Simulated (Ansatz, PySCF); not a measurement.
C3H8N2Si, SMILES N[SiH](CC#C)N. Atoms are numbered in the order given.

```xyz
14

C      2.4619     1.5879     0.6227
C      1.8734     0.5499     0.4004
C      1.0892    -0.6432     0.1282
Si    -0.7866    -0.2794     0.1586
N     -1.8009    -1.5886    -0.3213
N     -0.9825     0.9974    -0.9881
H      3.0053     2.4904     0.8263
H      1.3430    -1.0564    -0.8643
H      1.3061    -1.4320     0.8698
H     -1.1545    -0.0203     1.5850
H     -1.7908    -1.9598    -1.2654
H     -2.1701    -2.2517     0.3506
H     -1.9014     1.3997    -1.1469
H     -0.2565     1.7069    -1.0421
```
Charge 0, spin multiplicity 1.

Coordinates come from a B3LYP-D3(BJ)/def2-SVP optimisation. The structure was generated by enumeration, and PubChem lists no compound with its InChIKey, so it may never have been made. One conformer was computed; it need not be the lowest.

Two levels are set side by side: PBE-D3(BJ)/def2-SVP (Ansatz, a program for electronic structure) and B3LYP-D3(BJ)/def2-SVP (Ansatz). Each level has its own optimised geometry; the coordinates shown are those of the second. Frequencies come from the Hessian of PySCF at each geometry. Differences are taken from unrounded values.

```tsv
quantity	B3LYP-D3(BJ)
mean bond length (Å)	1.297
bond C1–C2 (Å)	1.214
bond C2–C3 (Å)	1.454
bond C3–Si4 (Å)	1.911
bond Si4–N5 (Å)	1.724
bond Si4–N6 (Å)	1.727
bond C1–H7 (Å)	1.073
bond C3–H8 (Å)	1.105
bond C3–H9 (Å)	1.104
bond Si4–H10 (Å)	1.496
bond N5–H11 (Å)	1.015
bond N5–H12 (Å)	1.014
bond N6–H13 (Å)	1.016
bond N6–H14 (Å)	1.017
highest harmonic wavenumber (cm⁻¹)	3682
mean harmonic wavenumber (cm⁻¹)	1310
zero-point energy (kcal/mol)	67.40
```

**Question.** What does PBE-D3(BJ) give, and how far is it from B3LYP-D3(BJ)? (The exact figures need the calculation; the answer reports its results.)

**Answer.** 
```json
[
 {"quantity": "mean bond length (Å)", "PBE-D3(BJ)": "1.306", "PBE-D3(BJ) minus B3LYP-D3(BJ)": "0.008"},
 {"quantity": "bond C1–C2 (Å)", "PBE-D3(BJ)": "1.226", "PBE-D3(BJ) minus B3LYP-D3(BJ)": "0.012"},
 {"quantity": "bond C2–C3 (Å)", "PBE-D3(BJ)": "1.451", "PBE-D3(BJ) minus B3LYP-D3(BJ)": "-0.002"},
 {"quantity": "bond C3–Si4 (Å)", "PBE-D3(BJ)": "1.922", "PBE-D3(BJ) minus B3LYP-D3(BJ)": "0.011"},
 {"quantity": "bond Si4–N5 (Å)", "PBE-D3(BJ)": "1.735", "PBE-D3(BJ) minus B3LYP-D3(BJ)": "0.010"},
 {"quantity": "bond Si4–N6 (Å)", "PBE-D3(BJ)": "1.738", "PBE-D3(BJ) minus B3LYP-D3(BJ)": "0.010"},
 {"quantity": "bond C1–H7 (Å)", "PBE-D3(BJ)": "1.080", "PBE-D3(BJ) minus B3LYP-D3(BJ)": "0.007"},
 {"quantity": "bond C3–H8 (Å)", "PBE-D3(BJ)": "1.112", "PBE-D3(BJ) minus B3LYP-D3(BJ)": "0.008"},
 {"quantity": "bond C3–H9 (Å)", "PBE-D3(BJ)": "1.112", "PBE-D3(BJ) minus B3LYP-D3(BJ)": "0.008"},
 {"quantity": "bond Si4–H10 (Å)", "PBE-D3(BJ)": "1.510", "PBE-D3(BJ) minus B3LYP-D3(BJ)": "0.015"},
 {"quantity": "bond N5–H11 (Å)", "PBE-D3(BJ)": "1.022", "PBE-D3(BJ) minus B3LYP-D3(BJ)": "0.008"},
 {"quantity": "bond N5–H12 (Å)", "PBE-D3(BJ)": "1.021", "PBE-D3(BJ) minus B3LYP-D3(BJ)": "0.008"},
 {"quantity": "bond N6–H13 (Å)", "PBE-D3(BJ)": "1.023", "PBE-D3(BJ) minus B3LYP-D3(BJ)": "0.008"},
 {"quantity": "bond N6–H14 (Å)", "PBE-D3(BJ)": "1.025", "PBE-D3(BJ) minus B3LYP-D3(BJ)": "0.008"},
 {"quantity": "highest harmonic wavenumber (cm⁻¹)", "PBE-D3(BJ)": "3606", "PBE-D3(BJ) minus B3LYP-D3(BJ)": "-76"},
 {"quantity": "mean harmonic wavenumber (cm⁻¹)", "PBE-D3(BJ)": "1276", "PBE-D3(BJ) minus B3LYP-D3(BJ)": "-34"},
 {"quantity": "zero-point energy (kcal/mol)", "PBE-D3(BJ)": "65.66", "PBE-D3(BJ) minus B3LYP-D3(BJ)": "-1.74"}
]
```

Exact exchange shortens and stiffens bonds; PBE has none. Differences between two approximate levels are no errors against the true value.
